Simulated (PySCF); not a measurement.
## Strontium: a sound run and one with changed settings

Sound run: Sr [Kr] 5s2, Sr+ [Kr] 5s1. Computed with PySCF 2.14 in aug-cc-pVDZ-X2C (7s6p4d, 45 functions), with the spin-free X2C one-electron Hamiltonian (Gaussian nucleus). The sound run starts from symmetry-adapted Hartree-Fock orbitals and uses a fine grid where one is needed.

A second run was set up differently.

```tsv
species	method	sound run (hartree)	changed run (hartree)	converged
Sr	UHF	-3177.34487	-3177.34487	yes
Sr	B3LYP	-3179.31138	-3179.32455	yes
Sr	M06-L	-3179.13978	-3179.19625	yes
Sr+	UHF	-3177.17025	-3177.17025	yes
Sr+	B3LYP	-3179.09841	-3179.11146	yes
Sr+	M06-L	n/a	-3178.98036	yes
```

Ionisation energy of Sr:

| method | sound run (eV) | changed run (eV) |
| --- | --- | --- |
| UHF | 4.752 | 4.752 |
| B3LYP | 5.795 | 5.799 |
| M06-L | n/a | 5.875 |

Q: What was changed?
A. radial grid too coarse
B. a valence shell is frozen
C. minimal basis
D. too few SCF iterations

A: A. It used radial step 0.5 in ln r (0.13 in the sound run). A coarse radial grid mis-integrates the density and the exchange-correlation energy, with errors of either sign; Hartree-Fock needs no grid.
